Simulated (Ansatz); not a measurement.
```yaml
crystal:
  periodic: [false, false, false]
  atoms:
    - {symbol: Se, position_ang: [-1.003507, -0.338233, -0.711178]}
    - {symbol: Se, position_ang: [1.209061, -0.405859, 0.024975]}
    - {symbol: H, position_ang: [-1.115425, 1.129225, -0.781315]}
    - {symbol: H, position_ang: [0.909881, -0.385133, 1.467528]}
basis:
  gaussian: {orbitals: def2-SVPD}
hamiltonian: {xc: {name: revPBE0}, dispersion: d4}
output: {forces: true}
```

```sh
$ ansatz run in.yaml --threads 4 --pin off --events-out ev --progress --plain --max-ram 3916MiB
```

It prints (some lines left out):

```
Functional definition: revPBE0
940 factors; integrals over basis functions are off by at most 1.1e-3 eV
mean field evaluation 1: about -130707.3457 eV, gradient 7.4e0 eV
mean field evaluation 2: about -130707.4486 eV, gradient 2.6e0 eV
mean field evaluation 4: about -130707.4641 eV, gradient 6.7e-1 eV
mean field evaluation 8: about -130707.4726 eV, gradient 1.1e-2 eV
mean field -130707.47257206 eV, -4803.4110203164 hartree, gradient 7.2e-5 eV, S^2 0.000000; 0 other end points of the search recorded, 0 dependent functions left out
reference -130707.47262944 eV, -4803.4110224250 hartree; 35, 35 occupied and 63, 63 virtual orbitals, 940 factors
Total energy: -130707.66298671 eV, -4803.4180179255 hartree
Atom 0 at    -1.003507    -0.338233    -0.711178 Å, force    -0.091790    -0.071087    -0.016129 eV/Å
Atom 1 at     1.209061    -0.405859     0.024975 Å, force     0.109224     0.008135    -0.041781 eV/Å
Atom 2 at    -1.115425     1.129225    -0.781315 Å, force     0.013315     0.061650     0.002901 eV/Å
Atom 3 at     0.909881    -0.385133     1.467528 Å, force    -0.030749     0.001302     0.055008 eV/Å
Dipole moment:    -0.034927     0.126413     0.116578 e Å
```

It took 4 s on 4 threads of Intel Xeon on a shared host.
